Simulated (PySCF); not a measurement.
(F3Sn)2S.
Geometry (PBE0-D3(BJ)/def2-SVP, Å), atoms numbered from 1 in this order:
```
atom  x, y, z in Å
Sn1   -0.7261   -0.0736    1.3583
F2     0.8142    0.3130    2.4179
F3    -1.2751   -1.8998    1.2748
F4    -2.1242    0.7090    2.4172
S5    -1.1148    1.2932   -0.6437
Sn6    0.7157    0.2428   -1.6617
F7     0.5102   -0.9080   -3.1658
F8     2.3612    1.1535   -1.9654
F9     0.9716   -0.8996   -0.0573
```

The calculation used PBE0-D3(BJ)/def2-SVP geometry optimisation, gas phase, def2 core potentials past Kr in PySCF.

Problem. Which atoms are bound to Sn1, and at what distances?

Solution. 4 atoms: F3 1.909 Å, F2 1.909 Å, F4 1.920 Å, S5 2.455 Å. The nearest atom not counted as bound is F9, at 2.36 Å.

Problem. List the angles at Sn1.

Solution. 
```
    angle  degrees  distance of the outer atoms (Å)
F2–Sn1–S5    117.9                             3.75
F3–Sn1–S5    116.8                             3.73
F2–Sn1–F3    116.8                             3.25
F3–Sn1–F4    101.8                             2.97
F2–Sn1–F4    101.5                             2.96
F4–Sn1–S5     96.2                             3.28
```

Problem. Describe the arrangement about Sn1 in numbers.

Solution. Angles from 96.2° to 117.9°; τ4 = (360° − α − β)/141° = 0.89 with α and β the two widest (0 for a square, 1 for a tetrahedron).

Problem. What are the other bond lengths?

Solution. S5–Sn6 2.343 Å; Sn6–F9 1.986 Å.

Problem. Give some angles away from the centre.

Solution. Sn1–S5–Sn6 88.9°, S5–Sn6–F7 122.0°, S5–Sn6–F9 90.4°, F7–Sn6–F8 104.8°, F7–Sn6–F9 107.7°.

Point group: near Cs, missed by 0.11 Å at most; the miss may be what the optimiser left on a soft mode. Charge 0, singlet. Not checked by PBE0-D3(BJ)/def2-SVP frequencies.
